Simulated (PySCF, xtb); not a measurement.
C3H6BClO, SMILES C=CCB(O)Cl.

GFN2-xTB (xtb) at its own geometry gives an orbital gap of 4.75 eV and a dipole moment of 3.57 D.

Geometry optimised at B3LYP-D3(BJ)/def2-SVP. One conformer was computed; it need not be the lowest.

**Question.** What does PBE/def2-TZVP (PySCF) give? (The exact figures need the calculation; the answer reports its results.)

**Answer.** gap 5.01 eV (levels -6.27 and -1.26 eV), dipole 2.51 D.
